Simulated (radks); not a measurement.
The caesium anion Cs-, [Xe] 6s2, held by a Watson sphere: a shell of charge +1 at radius R that stands for the Madelung well of a crystal (potential energy -1/R inside, -1/r outside, in hartree with lengths in bohr). All-electron calculation, scalar-relativistic Kohn-Sham, LB94 model potential, spin-unpolarised, spherical densities, finite nucleus; Fermi nuclear charge, rms radius of each element as measured or else 0.836 A^(1/3) + 0.57 fm. Program: a radial shooting solver on a logarithmic mesh with Libxc functionals. Response by self-consistent Sternheimer equations with the Hartree and adiabatic LDA kernel, the relativistic mass of each level held fixed and spin-orbit coupling left out. The sphere does not respond.

| R (bohr) | e(5s) (eV) | e(5p) (eV) | e(6s) (eV) | <r> 6s (bohr) | sum of <r^2> (bohr^2) | X-ray form factor at sin(theta)/lambda = 0.3 1/angstrom | alpha (bohr^3) |
|---|---|---|---|---|---|---|---|
| 4.13 | -31.643 | -18.015 | -5.405 | 4.844 | 103.6 | 38.028 | 252.9 |
| 5.38 | -30.802 | -17.161 | -4.870 | 5.172 | 111.2 | 38.020 | 337.8 |
| 5.55 | -30.720 | -17.078 | -4.797 | 5.212 | 112.2 | 38.019 | 350.8 |
| 5.63 | -30.683 | -17.041 | -4.764 | 5.231 | 112.7 | 38.019 | 357.0 |
| 6.19 | -30.449 | -16.804 | -4.535 | 5.354 | 115.9 | 38.017 | 401.0 |
| 6.33 | -30.396 | -16.750 | -4.480 | 5.382 | 116.6 | 38.017 | 412.1 |
| 6.46 | -30.348 | -16.701 | -4.429 | 5.407 | 117.3 | 38.017 | 422.5 |
